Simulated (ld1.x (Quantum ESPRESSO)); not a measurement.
## Building the PAW potential for cobalt (PBE, scalar-relativistic).

| Quantity | Value |
| --- | --- |
| Element | Co |
| Generator | ld1.x (Quantum ESPRESSO) 7.5 |
| Type | PAW |
| Functional | PBE |
| Relativity | scalar-relativistic |
| Frozen core | [Ne] 3s2 |
| Valence charge | 15 |
| Reference configuration | 3p6 3d7 4s1 4p0 (charge +1) |
| Partial waves | 4s (bound): rcut 1.55, rcutus 1.95 bohr; 4s channel at 1.35 Ry: rcut 1.55, rcutus 1.95 bohr; 3p (bound): rcut 1.20, rcutus 1.55 bohr; 4p (bound, empty): rcut 1.20, rcutus 1.55 bohr; 3d (bound): rcut 1.40, rcutus 1.65 bohr; 3d channel at -0.7 Ry: rcut 1.40, rcutus 1.65 bohr |
| Local potential | all-electron potential smoothed inside 1.35 bohr (lloc = -1) |
| Core correction | Bessel-smoothed model core, default radius (core density twice the valence density) |
| Augmentation charge | PSQ, inside the norm-conserving radii |

Q: Estimate the cutoffs (Ry, on a coarse ladder) from which the occupation-weighted sum of valence levels, in a spherical-Bessel basis at the reference potential, stays within 10 and 1 mRy of its value at 400 Ry.

A: 40 Ry and 70 Ry.

Q: Does the potential have ghost states?

A: Ghost state, extra bound levels that the all-electron valence spectrum of the same l lacks: s at -21.0 eV. A true bound ghost makes a file unfit for plane-wave use.

Q: Is the overlap operator S = 1 + Σ q|β⟩⟨β| positive definite (Bessel basis up to 400 Ry)?

A: Yes: its lowest eigenvalue is 0.09 (p channel).

Its largest configuration-test error is -41 meV (3p6 3d6 4s0 4p0). Test run stopped at test 7 of 7 (negative rho).
